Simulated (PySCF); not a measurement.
**Electron correlation in Al⁺ (aluminium, charge +1)**

[Ne] 3s2, closed-shell 1S. Calculation: PySCF 2.14, in jorge-DZP-DKH; the spin-free X2C one-electron Hamiltonian (Gaussian nucleus). Frozen: [Ne]; 2 electrons correlated.

Total MP2 correlation energy: -25.44 mhartree.

Same-spin part 0.00 and opposite-spin part -25.44 mhartree; SCS-MP2 scales them by 1/3 and 6/5 to -30.53 mhartree.

With two correlated electrons CCSD is exact within the correlated space (frozen core and kept virtual orbitals).

| level | correlation energy (mhartree) |
| --- | --- |
| CCSD | -38.51 |

Diagnostics: T1 = 0.0073, D1 = 0.0103, largest double amplitude 0.113.

Cost of the coupled-cluster step: 0.04 s of wall time on 1 thread of Neoverse-V2 (shared host), for 2 correlated electrons.
